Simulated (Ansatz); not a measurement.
C6H22N4SiSn⁺, that is (NMe2)3Sn-NH-SiH3 with one electron fewer. The state is a doublet with charge 1. Geometry PBE-D4/def2-SVP, that of the neutral singlet; atoms count from 1.

```xyz
34

Sn   -0.050    0.007   -0.255
N     1.226   -1.340    0.632
C     2.408   -0.828    1.299
C     1.429   -2.618   -0.021
N    -0.191    1.493    1.163
C    -0.510    1.114    2.525
C    -0.685    2.799    0.778
N    -1.651   -1.159   -0.851
C    -2.602   -0.610   -1.797
C    -2.260   -2.008    0.157
N     0.542    0.988   -1.977
Si    2.054    1.857   -2.123
H     2.213    0.178    1.723
H     3.299   -0.743    0.624
H     2.707   -1.498    2.141
H     2.280   -2.617   -0.750
H     0.516   -2.925   -0.572
H     1.653   -3.414    0.730
H    -1.608    1.123    2.749
H    -0.030    1.816    3.250
H    -0.128    0.097    2.749
H    -1.791    2.919    0.921
H    -0.460    3.005   -0.288
H    -0.195    3.599    1.384
H    -3.442   -0.043   -1.317
H    -3.073   -1.423   -2.398
H    -2.105    0.081   -2.508
H    -2.732   -2.901   -0.318
H    -3.064   -1.499    0.750
H    -1.496   -2.377    0.871
H     0.214    0.509   -2.824
H     2.366    2.428   -0.767
H     3.233    1.013   -2.555
H     1.935    2.981   -3.124
```

In the def2 sets Sn takes a core potential; there is no spin–orbit coupling. Single mean-field runs in def2-TZVP are fitted with def2-universal-jkfit.

Q: Estimate the Mulliken populations of the heavy atoms from the PBE0/def2-TZVP orbitals of Ansatz.

A: 
| atom | charge (e) | spin (α − β) |
| --- | --- | --- |
| Sn1 | 1.07 | -0.11 |
| N2 | -0.35 | 0.06 |
| C3 | -0.33 | 0.00 |
| C4 | -0.33 | 0.00 |
| N5 | -0.21 | 0.52 |
| C6 | -0.35 | -0.03 |
| C7 | -0.34 | -0.03 |
| N8 | -0.26 | 0.37 |
| C9 | -0.33 | -0.02 |
| C10 | -0.34 | -0.02 |
| N11 | -0.70 | 0.00 |
| Si12 | 0.20 | 0.00 |
Mulliken values depend strongly on the basis.

Q: Where does the spin sit?

A: Summed by element: Sn -0.11, N 0.95, C -0.10, Si 0.00, H 0.26, of 1 unpaired in all. Largest on single atoms: N5 0.52, N8 0.37, Sn1 -0.11.

Q: And the Mayer bond orders between heavy atoms (over 0.3)?

A: Sn1–N2 0.97 (2.06 Å); Sn1–N5 0.78 (2.06 Å); Sn1–N8 0.82 (2.07 Å); Sn1–N11 0.92 (2.07 Å); N2–C3 0.95 (1.45 Å); N2–C4 0.96 (1.45 Å); N5–C6 0.96 (1.45 Å); N5–C7 0.97 (1.45 Å); N8–C9 0.97 (1.45 Å); N8–C10 0.95 (1.45 Å); N11–Si12 1.07 (1.75 Å).
